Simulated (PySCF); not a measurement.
Job file and geometry (Å, from GFN2-xTB) of an NMR shielding run on `CSc1cc(O[SiH3])cs1`, C5H8OS2Si, GIAO PBE0/pcSseg-1 NMR shielding, non-relativistic, gas phase in PySCF 2.14.0, density-fitted response routines; density fitting, a coarse starting grid and PySCF grid level 2 are the driver's defaults:

```
$ OMP_NUM_THREADS=1 python probes_run.py task.json out

{"job": {"kind": "nmr", "xc": "PBE0", "basis": "pcSseg-1"}, "charge": 0, "multiplicity": 1}
C     -3.802359     0.078796     0.132582
S     -2.408701     1.096165     0.692680
C     -1.054187     0.131470     0.156314
C      0.259383     0.459391     0.307435
C      1.130892    -0.523480    -0.229510
O      2.470771    -0.457543    -0.214176
Si     3.514192     0.692524     0.277297
C      0.464384    -1.577920    -0.779801
S     -1.241284    -1.395072    -0.651343
H     -3.756279    -0.037505    -0.946356
H     -3.765860    -0.890070     0.622020
H     -4.702866     0.613199     0.416921
H      0.601581     1.361756     0.778816
H      4.753333    -0.013567     0.001194
H      3.322729     1.006193     1.694871
H      3.333884     1.914902    -0.508655
H      0.873390    -2.447207    -1.251755
```

Q: What does the program print?

A: 
```
coarse grid: 16352 points
cycle   1  E = -1355.5030315844  dE =  1.562e+00  |g| = 6.455e-01  |ddm| = 4.252e+00
cycle   2  E = -1355.4007833085  dE =  1.022e-01  |g| = 9.656e-01  |ddm| = 1.495e+00
cycle   3  E = -1355.5789038919  dE = -1.781e-01  |g| = 1.273e-01  |ddm| = 1.084e+00
cycle   4  E = -1355.5822201509  dE = -3.316e-03  |g| = 5.293e-02  |ddm| = 1.807e-01
cycle   5  E = -1355.5828559739  dE = -6.358e-04  |g| = 1.665e-02  |ddm| = 6.015e-02
cycle   6  E = -1355.5829121369  dE = -5.616e-05  |g| = 5.611e-03  |ddm| = 1.720e-02
cycle   7  E = -1355.5829191751  dE = -7.038e-06  |g| = 1.694e-03  |ddm| = 6.447e-03
final grid: 145648 points
cycle   8  E = -1355.6514458786  dE = -1.690e-05  |g| = 1.278e-02  |ddm| = 3.247e-02
cycle   9  E = -1355.6514009467  dE =  4.493e-05  |g| = 1.917e-02  |ddm| = 2.798e-02
cycle  10  E = -1355.6514805887  dE = -7.964e-05  |g| = 1.634e-03  |ddm| = 1.819e-02
cycle  11  E = -1355.6514811741  dE = -5.854e-07  |g| = 3.406e-04  |ddm| = 1.634e-03
cycle  12  E = -1355.6514811980  dE = -2.382e-08  |g| = 1.609e-04  |ddm| = 5.479e-04
cycle  13  E = -1355.6514812045  dE = -6.518e-09  |g| = 4.623e-05  |ddm| = 2.057e-04
cycle  14  E = -1355.6514812050  dE = -5.230e-10  |g| = 9.210e-06  |ddm| = 5.528e-05
converged SCF energy = -1355.6514812050

GIAO shielding tensors (ppm)
atom      isotropic    diamagn.    paramagn.     s11        s22        s33       span
  0 C      166.378     253.025     -86.647    152.131    162.717    184.287     32.156
  1 S      477.536    1056.581    -579.045    269.434    443.071    720.101    450.667
  2 C       35.140     267.574    -232.434    -36.364     23.247    118.538    154.902
  3 C       73.150     256.165    -183.015      0.030     71.586    147.833    147.803
  4 C       28.262     253.254    -224.992    -39.866     37.037     87.616    127.482
  5 O      257.947     394.497    -136.550    166.567    266.616    340.656    174.089
  6 Si     389.479     879.253    -489.774    349.071    356.242    463.122    114.051
  7 C       77.815     261.154    -183.339     13.206     77.317    142.922    129.715
  8 S      323.565    1058.658    -735.093    139.612    403.222    427.861    288.249
  9 H       29.204      30.721      -1.517     24.514     27.452     35.647     11.133
 10 H       29.175      30.585      -1.410     24.444     27.410     35.671     11.227
 11 H       29.406      27.535       1.871     24.056     26.238     37.924     13.867
 12 H       25.282      34.392      -9.110     20.901     24.908     30.036      9.135
 13 H       26.705      28.125      -1.420     22.476     25.402     32.237      9.761
 14 H       26.548      29.170      -2.622     23.312     25.160     31.173      7.861
 15 H       26.594      29.148      -2.554     23.529     24.909     31.345      7.816
 16 H       25.477      31.918      -6.440     21.524     26.228     28.680      7.156
```

Q: Turn these shieldings into chemical shifts. Referencing at the same level of theory: ¹³C (σ = 186.93 ppm) and ²⁹Si (σ = 349.16 ppm) and ¹H (σ = 31.72 ppm) vs TMS; ³³S (σ = 503.73 ppm) vs CS2; H2O for ¹⁷O (σ = 336.08 ppm).

A: Averaging equivalent atoms: C 4: 158.7; C 2: 151.8; C 3: 113.8; C 7: 109.1; C 0: 20.5; S 8: 180; S 1: 26; O 5: 78.1; Si 6: -40.3; H 12: 6.44; H 16: 6.24; H 13/14/15: 5.10; H 9/10/11: 2.46 ppm. Experimental scales use liquid or dissolved standards, which lie at an offset from isolated H2O (liquid H2O: subtract about 36 ppm).

Size and cost of the density-fitted run: 214 basis functions, 84 s wall time on 1 thread of an Arm Neoverse V1, shared host; peak memory 0.87 GiB.
